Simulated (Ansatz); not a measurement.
Consider the ligand exchange at the Si–Te bond: `O[SiH2][TeH]` + `O[Si](O)(O)O` → `O[SiH2]O[Si](O)(O)O` + H₂Te.

Isolated molecules relaxed with PBE0-D4/def2-TZVP in Ansatz; ΔE leaves out vibrations. CCSD(T)/CBS adds triple-zeta CCSD(T) − MP2 to the extrapolated MP2 energy (def2 sets, frozen cores). This one scheme is used for every species. DFT in def2-TZVPP. B3LYP here is the variant with VWN-RPA as its local correlation; programs differ in this. Elements past krypton have def2 core potentials. For Te outer-core shells are correlated without core-valence functions, which leaves a few kJ/mol of doubt a bond. One conformer a species, not always the lowest.

(1) Is it downhill or uphill in electronic energy at CCSD(T)/CBS, and by how much? (An estimate is asked.)

(2) What do these levels give: PBE-D4, PBE0-D4, B3LYP-D4, ωB97M-V, MP2/def2-QZVPP, MP2/CBS(def2)? (An estimate is asked.)

Largest T1 diagnostic among the species: 0.012.

## Answers

(1) Ansatz gave: Downhill: ΔE = -0.71 eV.

(2) Ansatz gave: PBE-D4 -0.55, PBE0-D4 -0.61, B3LYP-D4 -0.77, ωB97M-V -0.76, MP2/def2-QZVPP -0.68, MP2/CBS(def2) -0.64 eV.

In def2-TZVPP, CCSD(T) changes the Hartree–Fock value by +0.12 eV (the triples alone add +0.03 eV) and MP2 by +0.19 eV. The D4 term adds −0.05 eV with B3LYP and −0.03 eV with PBE0; it sums over pairs of atoms, weighted by their polarisabilities, and B3LYP, whose exchange is more repulsive, gets the larger term. From PBE to PBE0 (25 % exact exchange), in def2-TZVPP and without D4, ΔE moves by −0.06 eV.
